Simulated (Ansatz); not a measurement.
## Relaxing a trial structure of AlGeH4I

The starting geometry of this gas-phase singlet is a saddle point at PBE0-D3(BJ)/def2-SVP, pushed by 0.25 Å along its imaginary mode; its bonds are those of `[AlH2][GeH2][I]`.

```xyz
7

Al   -1.8913    1.2294   -1.3930
Ge   -1.5669    0.7139    1.0248
I    -1.7359   -1.8225    1.2908
H    -1.5840    2.7192   -1.9042
H    -2.4127    0.0776   -2.3705
H    -2.6120    1.2890    1.9736
H    -0.1766    1.0736    1.5998
```

Q: Where would you expect an optimisation with PBE0-D3(BJ)/def2-SVP to take it?

A: A new bond forms, giving a structure with I3 bridging Ge2 and Al1, given below by its coordinates. Contacts that close: Al1–I3 (4.07 → 2.77 Å).

The energy falls by 0.32 eV over 23 steps:

| step | E − E(last) (eV) |
| --- | --- |
| 1 | 0.323 |
| 3 | 0.316 |
| 6 | 0.315 |
| 8 | 0.314 |
| 11 | 0.302 |
| 13 | 0.293 |
| 16 | 0.194 |
| 18 | 0.045 |
| 21 | 0.000 |
| 23 | 0.000 |

Final geometry (Å):

```xyz
7

Al   -1.8578    0.9373   -1.2981
Ge   -1.7713    1.1784    1.1547
I    -1.0627   -1.2547    0.1894
H    -0.5941    1.4861   -2.0783
H    -3.2902    0.6296   -1.8987
H    -2.8791    0.7778    2.1543
H    -0.5242    1.5256    1.9980
```

Frequencies at the end are all real (lowest 139 cm⁻¹). Atoms past krypton carry core potentials, without spin–orbit terms. Run with Ansatz 0.2.0, 48 s on 2 threads of Arm Neoverse V2, with other jobs on the host.
